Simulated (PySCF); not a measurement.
Two-photon absorption: `CC(=C=CF)C#N`, C5H4FN

Geometry:
| atom | x (Å) | y (Å) | z (Å) |
| --- | --- | --- | --- |
| C1 | -2.062 | -0.827 | -0.055 |
| C2 | -0.967 | 0.198 | -0.183 |
| C3 | 0.317 | -0.093 | -0.277 |
| C4 | 1.583 | -0.383 | -0.427 |
| F5 | 2.432 | -0.519 | 0.586 |
| C6 | -1.367 | 1.581 | -0.204 |
| N7 | -1.726 | 2.683 | -0.220 |
| H8 | -1.643 | -1.840 | -0.054 |
| H9 | -2.623 | -0.668 | 0.879 |
| H10 | -2.775 | -0.729 | -0.888 |
| H11 | 2.047 | -0.536 | -1.408 |

Theory: TDDFT CAM-B3LYP/def2-TZVPD excited states, vertical, gas phase (PySCF 2.14.0). Geometry: PBE0-D3(BJ)/def2-SVP.

(1) Give the one- and two-photon strengths of the lowest singlets.

## Answers

(1) δ for parallel linear polarisation; σ at the peak of a Lorentzian of half width 0.1 eV, single beam; Ω is circular over linear.
| state | E (eV) | f | photon λ (nm) | δ (au) | σ (GM) | Ω | main |
| --- | --- | --- | --- | --- | --- | --- | --- |
| S1 | 4.63 | 0.001 | 535 | 0.12 | 0.00 | 1.50 | HOMO→LUMO 0.97 |
| S2 | 6.12 | 0.312 | 405 | 36.7 | 0.50 | 0.33 | HOMO−1→LUMO 0.87 |
| S3 | 6.23 | 0.003 | 398 | 0.53 | 0.01 | 1.13 | HOMO−1→LUMO+1 0.57, HOMO−1→LUMO+2 0.30 |
| S4 | 6.48 | 0.000 | 383 | 0.32 | 0.01 | 0.90 | HOMO−2→LUMO 0.86 |
| S5 | 7.27 | 0.136 | 341 | 25.1 | 0.49 | 0.41 | HOMO→LUMO+1 0.67, HOMO→LUMO+2 0.16 |
| S6 | 7.38 | 0.014 | 336 | 21.5 | 0.43 | 0.79 | HOMO−1→LUMO+2 0.42, HOMO−1→LUMO+1 0.24 |
